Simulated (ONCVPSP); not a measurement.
Building the ONCV potential for Er (Z = 68) (LDA (Perdew-Wang 92), scalar-relativistic).

| Property | Result |
| --- | --- |
| Element | Er (Z = 68) |
| Generator | ONCVPSP 4.0.1 |
| Type | optimised norm-conserving Vanderbilt (ONCV) |
| Functional | LDA (Perdew-Wang 92) |
| Relativity | scalar-relativistic |
| Frozen core | [Kr] 4d10 |
| Valence charge | 22 |
| Reference configuration | 4f12 5s2 5p6 6s1.5 6p0.5 |
| Partial waves | 5s+6s: rc 2.35 bohr, ncon 4, nbas 7, qcut 4 1/bohr, 3 projectors, debl 2 Ha; 5p+6p: rc 2.70 bohr, ncon 4, nbas 7, qcut 5.7 1/bohr, 2 projectors; d scattering state at 0.08 Ha: rc 2.10 bohr, ncon 5, nbas 8, qcut 4.6 1/bohr, 1 projector; 4f: rc 1.00 bohr, ncon 5, nbas 10, qcut 20.5 1/bohr, 3 projectors, debl 3.3 Ha |
| Local potential | polynomial inside 0.85 bohr (lpopt 5, dvloc0 2 Ha) |
| Core correction | polynomial model core, fcfact 0.25 |

In the d channel the program set the typed energies aside and used 0.050 Ha.

All-electron outer shells of the reference configuration (LDA (PZ), scalar-relativistic, ld1.x):

```
shell  level (eV)  outermost node (bohr)  outermost maximum (bohr)
   4d     -165.98                   0.25                      0.51
   5s      -52.83                   0.60                      1.11
   5p      -27.32                   0.65                      1.28
   6s       -4.46                   1.51                      3.26
   4f       -4.14                      –                      0.51
   6p       -1.55                   1.86                      4.62
```

Calculated quality:

* Cutoffs needed: 162 Ha and 187 Ha (the cutoffs (Ha) at which the residual kinetic energy of the hardest occupied pseudo-wave falls to 1 and 0.1 mHa per electron)
* Ghost test: ghosts flagged at negative energy: s at -93.2 eV; GHOST(+) flagged for p at 11.3 eV; a true bound ghost makes a file unfit for plane-wave use
* Configuration tests: tests left out (the all-electron energies of this program are off by 10 to 40 meV for near-neutral 4f atoms)
* rms error of d²Exc/dni dnj: 5.10 mHa without and 2.26 mHa with the model core

Generation and tests took about 8.4 s on one core of a shared server CPU.
